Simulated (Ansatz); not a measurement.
CH₃Cl₂FO₂W, SMILES `C[O][W](=[O])([F])([Cl])[Cl]` at its PBE0-D4/def2-TZVP geometry, where that method's forces vanish. The species carries charge 0 and has multiplicity 1. W takes the def2 core potential.

```xyz
10

C     0.1906   -1.7163    0.0395
O     0.3774   -0.4311   -0.4770
W    -0.0468    1.3345   -0.1806
O     0.7361    2.0625   -1.4724
F    -0.8088    2.8078    0.6695
Cl   -2.2164    0.8169   -0.7555
Cl    1.3430    1.2678    1.6551
H     0.5919   -1.7614    1.0571
H    -0.8791   -1.9483    0.0603
H     0.7122   -2.4324   -0.5961
```

Q: What forces (eV/Å) does PBE-D4/def2-TZVPP give on these atoms in the Gaussian-basis code of Ansatz? (An estimate is asked.)

A: The calculation gave: 
```
C1   0.006 -0.121  0.014
O2   0.239 -0.442 -0.269
W3  -0.488 -0.143  0.750
O4   0.650  0.591 -1.071
F5  -0.256  0.499  0.283
Cl6 -0.318 -0.093 -0.096
Cl7  0.217 -0.027  0.265
H8   0.076 -0.022  0.230
H9  -0.235 -0.060  0.020
H10  0.110 -0.182 -0.128
```
